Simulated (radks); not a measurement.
Charge is removed step by step from the 3d down level of Rb3+, starting from [Ar] 3d(up 5, down 5) 4s2 4p4. Method: scalar-relativistic Kohn-Sham, PBE, spin-polarised, spherical densities, finite nucleus; open shells are filled with parallel spins first (spin-orbit coupling, left out, can overturn this in heavy ions); Fermi nuclear charge, rms radius 4.2036 fm; computed with a radial shooting solver on a logarithmic mesh with Libxc functionals.

\begin{tabular}{lrrr}
removed (e) & E - E(0) (eV) & eigenvalue (eV) & E minus straight line (eV) \\ \hline
0 & 0.000 & -139.22 & 0.000 \\
0.1 & 14.069 & -142.26 & -1.398 \\
0.2 & 28.443 & -145.32 & -2.491 \\
0.3 & 43.125 & -148.40 & -3.276 \\
0.4 & 58.115 & -151.50 & -3.753 \\
0.5 & 73.417 & -154.63 & -3.918 \\
0.6 & 89.032 & -157.77 & -3.770 \\
0.7 & 104.96 & -160.94 & -3.306 \\
0.8 & 121.21 & -164.13 & -2.525 \\
0.9 & 137.78 & -167.34 & -1.423 \\
1 & 154.67 & -170.57 & 0.000 \\
\end{tabular}

Removing the whole electron costs 154.67 eV by Delta-SCF, against 139.22 eV from minus the eigenvalue at the starting occupation. Slater's transition state (half an electron removed) gives 154.63 eV. Integrating minus the eigenvalue over the occupation (Janak's theorem) gives 154.72 eV. In this scalar-relativistic scheme the density is built from large components alone, so the theorem holds only approximately. The mean slope of the eigenvalue, de/dn, is 31.4 eV per electron.
